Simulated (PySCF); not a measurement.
Compound: C6H9O (doublet state).
Structure used (GFN2-xTB), in Å, numbered top down from 1:
```xyz
16
C6H9O angstrom
C     -2.4237    1.5203   -0.2691
C     -1.6587    0.6839    0.3313
C     -0.3816    0.0473   -0.2765
C     -0.7597   -1.3908   -0.4804
O     -0.5515   -2.2810    0.2994
C      0.7893    0.2277    0.6861
C      2.1055   -0.1748    0.0307
H     -2.5476    2.0156   -1.2018
H     -1.8331    0.3562    1.3479
H     -0.1816    0.5218   -1.2399
H     -1.3222   -1.5695   -1.4177
H      0.8387    1.2721    1.0019
H      0.6155   -0.3931    1.5669
H      2.2868    0.4168   -0.8649
H      2.0852   -1.2264   -0.2453
H      2.9310   -0.0171    0.7201
```

The hyperfine couplings belong to this conformer and change with its torsions.

As a line formula: `[H]/[C]=C\[C@H](C=O)CC` [radical].

Method used: PySCF 2.14.0, UKS B3LYP, pcH-1 on C H O, non-relativistic, mean-field spin-orbit, GIAO. Geometry: GFN2-xTB, one conformer, isolated molecule. Couplings are sensitive to structure, and on GFN2-xTB geometries they can be far from those on DFT ones. No stability test was run, so a lower SCF solution isn't excluded.

Task: Predict the first-order ENDOR lines of H9, H8, H10, H12, H14/H15/H16, H11 and H13 under fast tumbling at B = 347.0 mT (X band).

Result: For S = 1/2 in fast tumbling each set of equivalent nuclei gives two lines, ν± = |νn ± a/2| to first order, with νn = g_N μN B/h and μN/h = 7.62259 MHz/T.

```csv
nuclei,isotope,g_N,νn (MHz),a_iso (MHz),lower line (MHz),upper line (MHz)
H9,1H,5.5857,14.77,112.26,41.36,70.91
H8,1H,5.5857,14.77,25.02,2.27,27.28
H10,1H,5.5857,14.77,-5.55,12.00,17.55
H12,1H,5.5857,14.77,2.88,13.33,16.22
H14/H15/H16,1H,5.5857,14.77,0.98,14.29,15.26
H11,1H,5.5857,14.77,0.76,14.39,15.16
H13,1H,5.5857,14.77,0.67,14.44,15.11
```

Task: Which pairs are centred on the nuclear Larmor frequency, and which on half the coupling?

Result: Centred on νn, since |a| < 2νn: H8, H10, H12, H14/H15/H16, H11 and H13. Centred on |a|/2 and split by 2νn: H9.

Class means assume fast exchange of nuclei equivalent by connectivity; if that motion is slow, each nucleus keeps its own coupling.

On one thread of an AMD EPYC 7B13, shared host with 128 logical CPUs at a one-minute load of 36, this took 49 s (grids of density and orbitals included) and 0.96 GiB of memory at its peak.
